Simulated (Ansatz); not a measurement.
```yaml
crystal:
  periodic: [false, false, false]
  atoms:
    - {symbol: C, position_ang: [-1.910742, -3.366686, 0.205922]}
    - {symbol: C, position_ang: [-1.956902, -1.669032, -0.191902]}
    - {symbol: C, position_ang: [-2.744593, -0.953243, 0.324983]}
    - {symbol: C, position_ang: [-2.569750, 0.211417, 0.081448]}
    - {symbol: N, position_ang: [-1.360465, 0.946166, 0.332536]}
    - {symbol: N, position_ang: [-0.453023, 1.358745, -0.413968]}
    - {symbol: C, position_ang: [0.583954, 1.889831, 0.255965]}
    - {symbol: C, position_ang: [1.528736, 1.129115, -0.253712]}
    - {symbol: C, position_ang: [2.913057, 1.683444, 0.191751]}
    - {symbol: C, position_ang: [4.143647, 0.690592, -0.253043]}
    - {symbol: H, position_ang: [-2.811186, -3.719475, -0.159233]}
    - {symbol: H, position_ang: [-1.733949, -3.308170, 1.342232]}
    - {symbol: H, position_ang: [-1.181334, -3.857026, -0.263558]}
    - {symbol: H, position_ang: [-0.730436, -1.555286, 0.083139]}
    - {symbol: H, position_ang: [-1.742034, -1.770936, -1.303903]}
    - {symbol: H, position_ang: [-3.699773, -1.027155, 0.146010]}
    - {symbol: H, position_ang: [-2.842209, -0.982490, 1.468492]}
    - {symbol: H, position_ang: [-2.671602, 0.446201, -1.139005]}
    - {symbol: H, position_ang: [-3.447739, 1.069298, 0.256889]}
    - {symbol: H, position_ang: [0.478349, 3.085108, -0.259579]}
    - {symbol: H, position_ang: [0.557689, 1.935128, 1.340630]}
    - {symbol: H, position_ang: [1.522870, 1.137272, -1.274108]}
    - {symbol: H, position_ang: [1.612595, 0.225202, -0.082571]}
    - {symbol: H, position_ang: [2.904541, 2.651823, -0.064250]}
    - {symbol: H, position_ang: [2.955128, 1.700448, 1.194312]}
    - {symbol: H, position_ang: [4.067807, 0.786293, -1.299576]}
    - {symbol: H, position_ang: [4.782514, 1.152922, -0.121234]}
    - {symbol: H, position_ang: [4.154503, -0.133680, -0.052615]}
basis:
  gaussian: {orbitals: STO-3G}
total_charge: 1
magnetization: {spin_polarized: true, initial_magnetization: 1}
hamiltonian: {xc: {name: SVWN5}}
accuracy: high
scf: {lower_state_search: full}
relax: {f_tol: 0.001, max_steps: 2}
output: {forces: true}
```

```sh
$ ansatz run in.yaml --threads 4 --pin off --events-out ev --progress --plain --max-ram 41984MiB --backend cpu
```

Problem. How does Ansatz answer? (An estimate is asked.)

Solution. The calculation gave: The calculation stopped without meeting its thresholds.
```
Functional definition: SVWN5
1585 factors; integrals over basis functions are off by at most 1.4e-9 eV
mean field evaluation 1: about -11293.6905 eV, gradient 1.4e1 eV
mean field evaluation 2: about -11293.4156 eV, gradient 1.4e1 eV
mean field evaluation 4: about -11293.9045 eV, gradient 1.0e1 eV
mean field evaluation 8: about -11294.7900 eV, gradient 3.4e-1 eV
mean field evaluation 16: about -11294.7903 eV, gradient 8.4e-4 eV
mean field evaluation 96: about -11294.7903 eV, gradient 4.7e-4 eV
mean field evaluation 128: about -11294.7903 eV, gradient 1.0e-4 eV
mean field evaluation 160: about -11294.7903 eV, gradient 1.3e-4 eV
mean field -11294.79031101 eV, -415.0758880457 hartree, gradient 1.9e-8 eV, S^2 0.752045; 7 other end points of the search recorded, 0 dependent functions left out
reference -11294.79031522 eV, -415.0758882005 hartree; 40, 39 occupied and 28, 29 virtual orbitals, 1585 factors
relax step   1: F+E_penalty+E_count = -11294.79031101 eV  Δ(F+E_penalty+E_count) = +0.000e0 eV  max|allowed force component| = 2.814e1 eV/Å  Δτ_max = 0.0000 Å  (215 SCF iters, accepted)
1591 factors; integrals over basis functions are off by at most 1.4e-9 eV
mean field -11311.73761238 eV, -415.6986898838 hartree, gradient 2.2e-8 eV, S^2 0.751647; 0 other end points of the search recorded, 0 dependent functions left out
reference -11311.73761665 eV, -415.6986900409 hartree; 40, 39 occupied and 28, 29 virtual orbitals, 1591 factors
relax step   2: F+E_penalty+E_count = -11311.73761238 eV  Δ(F+E_penalty+E_count) = -1.695e1 eV  max|allowed force component| = 7.800e0 eV/Å  Δτ_max = 0.1953 Å  (46 SCF iters, accepted)
Error: geometry relaxation did not converge after 2 steps: max|allowed force component| = 7.80e0 eV/Å (threshold 1.0e-3). Raise `relax.max_steps` over both its present limit and 2, loosen `relax.f_tol`, or start from a geometry closer to equilibrium. Where this run's directory can be resumed (`checkpoint.write`), a resume goes on for up to `relax.max_steps` more
```
